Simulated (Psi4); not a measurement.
H4OSe2Si, singlet, at a GFN2-xTB geometry; PBE/def2-QZVP (Psi4 1.11).

Psi4 was given this input:
```
memory 2 GB

molecule mol {
0 1
Si   -0.692466   -0.473141   -0.012222
O    -1.187971   -0.859773    1.470693
Se   -0.750338    1.820572   -0.209057
Se    1.371563   -1.418749   -0.077807
H    -1.573823   -1.022641   -1.036218
H    -1.881906   -0.388895    1.924604
H    -0.342747    1.848379   -1.581495
H     1.875116   -0.596659   -1.147935
}

set {
  basis def2-qzvp
  reference rks
}

energy('pbe')
print_variables()
```

Question: What does Psi4 print? Leave out banner, timings and long lists.

Answer: 
```
   => Loading Basis Set <=

    Name: DEF2-QZVP
    Role: ORBITAL
    Keyword: BASIS

         ---------------------------------------------------------
                                   SCF
               by Justin Turney, Rob Parrish, Andy Simmonett
                          and Daniel G. A. Smith
                              RKS Reference
         ---------------------------------------------------------

  ==> Geometry <==

    Molecular point group: c1
    Full point group: C1

    Geometry (in Angstrom), charge = 0, multiplicity = 1:

       Center              X                  Y                   Z               Mass
    ------------   -----------------  -----------------  -----------------  -----------------
         SI          -0.737372356327    -0.497016550121    -0.004528689190    27.976926534650
         O           -1.232877356327    -0.883648550121     1.478386310810    15.994914619570
         SE          -0.795244356327     1.796696449879    -0.201363689190    79.916521800000
         SE           1.326656643673    -1.442624550121    -0.070113689190    79.916521800000
         H           -1.618729356327    -1.046516550121    -1.028524689190     1.007825032230
         H           -1.926812356327    -0.412770550121     1.932297310810     1.007825032230
         H           -0.387653356327     1.824503449879    -1.573801689190     1.007825032230
         H            1.830209643673    -0.620534550121    -1.140241689190     1.007825032230

  Running in c1 symmetry.

  Rotational constants: A =      0.12910  B =      0.02715  C =      0.02336 [cm^-1]
  Rotational constants: A =   3870.22790  B =    813.85950  C =    700.35628 [MHz]
  Nuclear repulsion =  586.084003425672449

  Charge       = 0
  Multiplicity = 1
  Electrons    = 94
  Nalpha       = 47
  Nbeta        = 47

  ==> Algorithm <==

  SCF Algorithm Type is DF.
  DIIS enabled.
  MOM disabled.
  Fractional occupation disabled.
  Guess Type is SAD.
  Energy threshold   = 1.00e-06
  Density threshold  = 1.00e-06
  Integral threshold = 1.00e-12

  ==> Primary Basis <==

  Basis Set: DEF2-QZVP
    Blend: DEF2-QZVP
    Number of shells: 129
    Number of basis functions: 397
    Number of Cartesian functions: 480
    Spherical Harmonics?: true
    Max angular momentum: 4

  ==> DFT Potential <==

   => LibXC <=

    Version 7.1.2
    S. Lehtola, C. Steigemann, M. J. T. Oliveira, and M. A. L. Marques,  SoftwareX 7, 1–5 (2018) (10.1016/j.softx.2017.11.002)

   => Composite Functional: PBE <=

    PBE GGA Exchange-Correlation Functional

    J.P. Perdew et. al., Phys. Rev. Lett., 77(18), 3865-3868, 1996

    Deriv               =              1
    GGA                 =           TRUE
    Meta                =          FALSE

    Exchange Hybrid     =          FALSE
    MP2 Hybrid          =          FALSE

   => Exchange Functionals <=

    1.0000     XC_GGA_X_PBE

   => Correlation Functionals <=

    1.0000     XC_GGA_C_PBE

   => LibXC Density Thresholds  <==

    XC_GGA_C_PBE:  1.00E-12
    XC_GGA_X_PBE:  1.00E-15

   => Molecular Quadrature <=

    Radial Scheme          =       TREUTLER
    Pruning Scheme         =           NONE
    Nuclear Scheme         =       TREUTLER

    Blocking Scheme        =         OCTREE
    BS radius alpha        =              1
    Pruning alpha          =              1
    Radial Points          =             75
    Spherical Points       =            302
    Total Points           =         173092
    Total Blocks           =           1354
    Max Points             =            256
    Max Functions          =            349
    Weights Tolerance      =       1.00E-15

   => Loading Basis Set <=

    Name: (DEF2-QZVP AUX)
    Role: JKFIT
    Keyword: DF_BASIS_SCF

  ==> Integral Setup <==

  SCF_SUBTYPE=INCORE selected. In-core MEM_DF algorithm will be used.
  Using in-core AOs.

  ==> MemDFJK: Density-Fitted J/K Matrices <==

    J tasked:                   Yes
    K tasked:                    No
    wK tasked:                   No
    Algorithm:                 Core
    Schwarz Cutoff:           1E-12
    Mask sparsity (%):      11.0260
    Fitting Condition:        1E-10

   => Auxiliary Basis Set <=

  Basis Set: (DEF2-QZVP AUX)
    Blend: DEF2-UNIVERSAL-JKFIT
    Number of shells: 207
    Number of basis functions: 809
    Number of Cartesian functions: 1070
    Spherical Harmonics?: true
    Max angular momentum: 5

  Minimum eigenvalue in the overlap matrix is 1.1402284244E-04.
  Reciprocal condition number of the overlap matrix is 1.5402824946E-05.
    Using symmetric orthogonalization.

  ==> Pre-Iterations <==

  SCF Guess: Superposition of Atomic Densities via on-the-fly atomic UHF (no occupation information).

   -------------------------
    Irrep   Nso     Nmo
   -------------------------
     A        397     397
   -------------------------
    Total     397     397
   -------------------------

  ==> Iterations <==

                           Total Energy        Delta E     RMS |[F,P]|

   @DF-RKS iter SAD: -5164.66733785909128   -5.16467e+03   0.00000e+00
   @DF-RKS iter   1: -5167.14590884839708   -2.47857e+00   1.15093e-02 ADIIS/DIIS
   @DF-RKS iter   2: -5163.64835327281435    3.49756e+00   1.70250e-02 ADIIS/DIIS
   @DF-RKS iter   3: -5169.40717125063020   -5.75882e+00   1.54535e-03 ADIIS/DIIS
   @DF-RKS iter   4: -5169.32602465684522    8.11466e-02   1.89167e-03 ADIIS/DIIS
   @DF-RKS iter   5: -5169.53949313417888   -2.13468e-01   2.12841e-04 ADIIS/DIIS
   @DF-RKS iter   6: -5169.54260738705761   -3.11425e-03   9.43949e-05 DIIS
   @DF-RKS iter   7: -5169.54338480261686   -7.77416e-04   2.82366e-05 DIIS
   @DF-RKS iter   8: -5169.54345175657545   -6.69540e-05   8.87187e-06 DIIS
   @DF-RKS iter   9: -5169.54345798637132   -6.22980e-06   2.41013e-06 DIIS
   @DF-RKS iter  10: -5169.54345849387573   -5.07504e-07   6.09393e-07 DIIS
  Energy and wave function converged.

  ==> Post-Iterations <==

   Electrons on quadrature grid:
      Ntotal   =   94.0000259887 ; deviation = 2.599e-05

    Orbital Energies [Eh]
    ---------------------

    Doubly Occupied:

[...]
    Virtual:

[...]
    Final Occupation by Irrep:
              A
    DOCC [    47 ]
    NA   [    47 ]
    NB   [    47 ]

  @DF-RKS Final Energy: -5169.54345849387573

   => Energetics <=

    Nuclear Repulsion Energy =            586.0840034256724493
    One-Electron Energy =               -8364.9679500837883097
    Two-Electron Energy =                2813.7644400749018132
    DFT Exchange-Correlation Energy =    -204.4239519106617990
    Empirical Dispersion Energy =           0.0000000000000000
    VV10 Nonlocal Energy =                  0.0000000000000000
    Total Energy =                      -5169.5434584938757325

Computation Completed

Properties will be evaluated at   0.000000,   0.000000,   0.000000 [a0]

Properties computed using the SCF density matrix

 Multipole Moments:

 ------------------------------------------------------------------------------------
     Multipole            Electronic (a.u.)      Nuclear  (a.u.)        Total (a.u.)
 ------------------------------------------------------------------------------------

 L = 1.  Multiply by 2.5417464519 to convert [e a0] to [Debye]
 Dipole X            :          7.5799906           -7.9769110           -0.3969204
 Dipole Y            :          4.4843343           -4.2411005            0.2432338
 Dipole Z            :         -1.5333084            1.3666258           -0.1666827
 Magnitude           :                                                    0.4944609

 ------------------------------------------------------------------------------------

  Variable Map:
  ----------------------------------------------------------------------------
[...]
  Array Variable Map:
  ----------------------------------------------------------------------------
[...]
[...]
```
